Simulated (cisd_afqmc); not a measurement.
Input (AFQMC/CISD/def2-SVP; cisd_afqmc is a phaseless AFQMC code with CISD trial states that reads the integrals written by Ansatz):

Ansatz 0.2 input:
```python
import cisd_afqmc

open("ham.yaml", "w").write("""\
crystal:
  periodic: [false, false, false]
  atoms:
    - {symbol: O, position_ang: [-0.00000000, -0.00000000, -1.58507744]}
    - {symbol: Te, position_ang: [0.00000000, 0.00000000, 0.24385807]}
basis:
  gaussian:
    orbitals: def2-SVP
magnetization: {spin_polarized: true, initial_magnetization: 2}
correlation: {method: ccsd, electrons: outside_noble_gas, hamiltonian_folder: ham}
""")
rep = cisd_afqmc.ansatz("ham.yaml")
e_ccsd = rep["correlation"]["coupled_cluster"]["energy"]["hartree"]
out = cisd_afqmc.run("ham", e_ccsd, trial="CISD", walkers=200, populations=8, threads=8, dt=0.005, steps=40, early=36, settle=10, least=32,
    cut=5e-5, rank_cut=2e-4, target=0.0004, seconds=1500, seed=1, memory=17280, gpu=False)
```

Output:

```
orbitals 30, occupied [7, 5], factors 165 of 459, rank of the doubles 168 of 286
E(HF) = -341.720797
E(CCSD) on the cut factors = -342.006409, shift to the whole factors -0.000003
Energy of the trial state on the determinant = -342.006408
  tau behind 10.8 of longer steps, mean of the populations' last blocks
   2.0  -342.01891
   4.0  -342.01777
   6.0  -342.01707
   8.0  -342.01769
  10.0  -342.01727
blocks 545 (2 outliers left out), error by blocks joined: 1: 0.00025, 2: 0.00029, 4: 0.00032, 8: 0.00038, 16: 0.00039
E(AFQMC/CISD) = -342.01753 +/- 0.00039
```

The determinant is spin-contaminated: <S^2> is 2.05, 0.05 over the pure value.
